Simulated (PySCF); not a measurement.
Geometry:
```csv
atom,x (Å),y (Å),z (Å)
C1,3.563,0.248,0.008
Si2,1.952,-0.750,0.121
Si3,0.160,0.644,0.595
C4,-1.316,0.119,-0.493
C5,-1.245,0.348,-1.793
F6,-0.163,0.943,-2.346
Si7,-2.825,-0.760,0.197
C8,-3.504,0.325,1.559
N9,-3.929,0.982,2.395
H10,3.509,0.995,-0.779
H11,3.769,0.767,0.941
H12,4.414,-0.393,-0.205
H13,1.775,-1.488,-1.142
H14,2.125,-1.780,1.159
H15,-0.343,0.564,1.974
H16,0.379,2.069,0.311
H17,-1.979,0.114,-2.553
H18,-3.904,-0.909,-0.782
H19,-2.448,-2.030,0.825
```

Gas phase, equivalent nuclei averaged, relativity neglected, one conformer. GFN2-xTB structure; GIAO PBE0/pcSseg-1 shieldings; PySCF 2.14.0 with density-fitted response routines.

δ = σ(ref) − σ, references computed at the same level: ¹³C (σref 186.93), ¹H (σref 31.72), ²⁹Si (σref 349.16) against TMS; ¹⁹F (σref 170.95) vs CFCl3; NH3 for ¹⁵N (σref 267.73).

```csv
atoms,nucleus,count,δ (ppm)
C1,¹³C,1,-8.4
N9,¹⁵N,1,364.9
H13/H14,¹H,2,4.04
H15/H16,¹H,2,4.41
Si7,²⁹Si,1,-71.4
Si3,²⁹Si,1,-86.9
H10/H11/H12,¹H,3,?
C5,¹³C,1,?
F6,¹⁹F,1,-41.5
H17,¹H,1,?
C4,¹³C,1,105.3
Si2,²⁹Si,1,-72.1
C8,¹³C,1,123.2
H18/H19,¹H,2,?
```

Problem. Complete the table.

Solution. 
- C5: 172.0 ppm, alkene CH
- H17: 7.13 ppm, hydrogen on an alkene CH; a vinylic proton, deshielded by the sp2 carbon and the C=C anisotropy
- H18/H19: 4.69 ppm, hydrogen on a silicon bonded to 2 C
- H10/H11/H12: 0.34 ppm, hydrogen on a methyl carbon bonded to Si; an electropositive neighbour shields it, as in TMS itself

Shifts are as computed. Against solution values, carbons near 30 ppm lie about +3 ppm off and those near 130 ppm about +5 ppm. Of 1211 compounds with measured shifts, 218 miss one by over three times the rms of a fit or turn the order of signals round; such compounds aren't used in these exercises. Unscaled 19F shifts against computed CFCl3 carry errors that often reach 10 to 50 ppm. Experimental scales use liquid or dissolved standards, which lie at an offset from isolated NH3 (liquid NH3: subtract about 20 ppm). Unscaled 15N shifts of sp2 nitrogen come out 20 to 40 ppm too high even then.
